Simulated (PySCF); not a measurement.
## How methods differ on the excitation energy of Ar(2+)

Ar(2+) [Ne] 3s2 3p4 (3P) → Ar(2+) [Ne] 3s1 3p4 4s1 (5P), as a difference of total energies. All numbers are calculated (PySCF 2.14, scalar relativity by spin-free X2C-1e, in aug-cc-pVQZ-DK (7s6p4d3f2g, 84 functions)). Correlated levels: valence: [Ne] frozen. The calculations carry no spin-orbit coupling.

```tsv
method	excitation energy (eV)
UHF	36.301
LDA	36.456
PBE	36.323
PBE0	36.673
r2SCAN	36.528
PBEsol	36.278
TPSS	36.708
MP2 (valence)	36.456
SCS-MP2 (valence)	36.681
```

Q: Estimate what BHandHLYP gives.

A: 37.145 eV, closest to TPSS among the rows shown.

Q: Estimate what ROHF gives.

A: 36.162 eV, closest to PBEsol among the rows shown.

A first-order spin-orbit estimate (lowest level to lowest level, LS coupling) adds -0.007 eV.

The promoted electron is Rydberg-like, and one or two diffuse shells describe it only roughly, which tends to raise the upper state.
